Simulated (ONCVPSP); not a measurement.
**Pseudopotential generation for gold (Au): ONCV, PBE, scalar-relativistic.**

| Item | Value |
| --- | --- |
| Element | gold |
| Generator | ONCVPSP 4.0.1 |
| Type | optimised norm-conserving Vanderbilt (ONCV) |
| Functional | PBE |
| Relativity | scalar-relativistic |
| Frozen core | [Kr] 4d10 4f14 |
| Valence charge | 19 |
| Reference configuration | 5s2 5p6 5d10 6s1 |
| Partial waves | 5s+6s: rc 1.40 bohr, ncon 3, nbas 8, qcut 8.8 1/bohr, 2 projectors; 5p: rc 1.40 bohr, ncon 4, nbas 7, qcut 11.4 1/bohr, 2 projectors, debl 2.1 Ha; 5d: rc 2.20 bohr, ncon 3, nbas 7, qcut 6.8 1/bohr, 1 projector |
| Local potential | polynomial inside 1.25 bohr (lpopt 5, dvloc0 6 Ha) |
| Core correction | Teter function, fcfact 4.5, rcfact 1.3 |

In the p channel the program set the typed energies aside and used -2.197, 0.250 Ha.

All-electron outer shells of the reference configuration (PBE, scalar-relativistic, ld1.x):

```
shell  level (eV)  outermost node (bohr)  outermost maximum (bohr)
   5s     -108.37                   0.48                      0.84
   4f      -81.12                      –                      0.37
   5p      -59.78                   0.52                      0.96
   5d       -6.88                   0.56                      1.21
   6s       -5.76                   1.11                      2.32
```

Task: Estimate the cutoffs (Ha) at which the residual kinetic energy of the hardest occupied pseudo-wave falls to 1 and 0.1 mHa per electron.

Result: 40 Ha and 48 Ha.

Task: What does a ghost test show?

Result: No bound ghost flagged; no localised positive-energy state flagged.

Task: Which valence shell sets the plane-wave cutoff?

Result: 5p: 40 Ha for 1 mHa per electron, against 29 Ha for 5s.

Task: Tests: 5s2 5p6 5d10 6s0; 5s2 5p6 5d9 6s0; 5s2 5p6 5d8 6s0; 5s2 5p6 5d10 6s0.5. Which has the largest error in its energy relative to the reference configuration, and how large is it?

Result: 5s2 5p6 5d8 6s0, with -13 meV (all-electron minus pseudo) on +64.49 eV.
